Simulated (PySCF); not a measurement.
# Electronic structure of Tm⁺ (thulium, charge +1) at the PBE level

Configuration: [Xe] 4f13 6s1, high-spin 3F determinant. Calculation: PySCF 2.14, in x2c-TZVPPall (11s7p7d4f2g, 113 functions); the spin-free X2C one-electron Hamiltonian (Gaussian nucleus).

```json
{"Total energy": "-13566.97 hartree", "One-electron energy": "-18598.11 hartree", "Hartree (Coulomb) energy": "5320.68 hartree", "Exchange-correlation energy": "-289.55 hartree", "⟨S²⟩": "2.0003", "⟨L²⟩": "12.016", "Sum of ⟨r⟩": "39.55 bohr", "Sum of ⟨r²⟩": "51.15 bohr²", "Traceless quadrupole moment −½Σ⟨3z² − r²⟩ along its main axis": "-0.124 e·bohr²", "Langevin diamagnetic susceptibility": "-40.5 ×10⁻⁶ cm³/mol", "Time after the integrals": "about 6 core-seconds"}
```

| shell | electrons | mean orbital energy (eV) | spread (eV) | rms radius, mean of both spins (bohr) |
| --- | --- | --- | --- | --- |
| 1s α | 1 | -59118.4 | 0 | 0.0227 |
| 1s β | 1 | -59118.3 | 0 | 0.0227 |
| 2s α | 1 | -9980.0 | 0 | 0.0918 |
| 2s β | 1 | -9980.0 | 0 | 0.0918 |
| 2p α | 3 | -8835.4 | 0.347 | 0.0829 |
| 2p β | 3 | -8835.4 | 0.335 | 0.0829 |
| 3s α | 1 | -2248.6 | 0 | 0.236 |
| 3s β | 1 | -2248.1 | 0 | 0.236 |
| 3p α | 3 | -1900.3 | 1.966 | 0.237 |
| 3p β | 3 | -1899.9 | 1.488 | 0.237 |
| 3d α | 5 | -1459.4 | 1.530 | 0.216 |
| 3d β | 5 | -1459.0 | 1.268 | 0.216 |
| 4s α | 1 | -448.04 | 0 | 0.529 |
| 4s β | 1 | -447.08 | 0 | 0.529 |
| 4p α | 3 | -333.08 | 3.041 | 0.563 |
| 4p β | 3 | -332.14 | 2.030 | 0.563 |
| 4d α | 5 | -177.73 | 2.567 | 0.617 |
| 4d β | 5 | -176.80 | 1.849 | 0.617 |
| 5s α | 1 | -59.751 | 0 | 1.31 |
| 5s β | 1 | -59.235 | 0 | 1.31 |
| 5p α | 3 | -33.532 | 1.103 | 1.57 |
| 5p β | 3 | -33.075 | 0.703 | 1.57 |
| 4f α | 7 | -9.621 | 2.969 | 0.926 |
| 6s α | 1 | -9.409 | 0 | 3.81 |
| 4f β | 6 | -8.738 | 2.220 | 0.926 |

Spin-orbit coupling, absent here, splits the open shell strongly.

Densities and radii are taken from the X2C orbitals without a picture-change correction, which distorts them close to the nucleus.
